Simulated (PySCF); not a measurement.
Geometry:
```tsv
atom	x (Å)	y (Å)	z (Å)
B1	1.460	-0.043	-0.003
C2	-0.007	-0.267	-0.482
B3	-0.582	1.175	-0.620
B4	-0.756	-0.908	0.732
Cl5	-0.788	-0.247	2.354
Cl6	-1.636	-2.406	0.462
H7	2.359	-0.524	-0.651
H8	1.711	0.603	0.982
H9	-0.101	-0.885	-1.382
H10	-1.006	1.526	-1.696
H11	-0.600	1.939	0.311
```

Geometry: PBE0-D3(BJ)/def2-SVP; GIAO absolute shieldings from PySCF 2.14, gas phase, non-relativistic, averaged over equivalent atoms.

At wB97X-D/pcSseg-2 (300 basis functions, 59 s wall time on 1 thread of an Arm Neoverse V1, shared host):
```json
{"atoms": "B1/B3", "σ (ppm)": "23.3"}
{"atoms": "B4", "σ (ppm)": "45.6"}
{"atoms": "C2", "σ (ppm)": "81.7"}
{"atoms": "Cl5/Cl6", "σ (ppm)": "678.4"}
{"atoms": "H7/H8/H10/H11", "σ (ppm)": "24.15"}
{"atoms": "H9", "σ (ppm)": "24.77"}
```

Estimate the result of repeating the calculation with BHandHLYP/pcSseg-2.

## Answers


```csv
atoms,σ at BHandHLYP/pcSseg-2,change
B1/B3,23.3,+0.0
B4,45.3,-0.3
C2,84.3,+2.6
Cl5/Cl6,694.0,+15.6
H7/H8/H10/H11,24.31,+0.16
H9,25.10,+0.33
```

The largest change is at Cl5/Cl6 (chlorine bonded to B). Cost: 300 basis functions, 44 s wall time on 1 thread of an Arm Neoverse V1, shared host.

A carbon bonded to boron is broadened by the quadrupolar boron nucleus and is often missing from a measured spectrum.
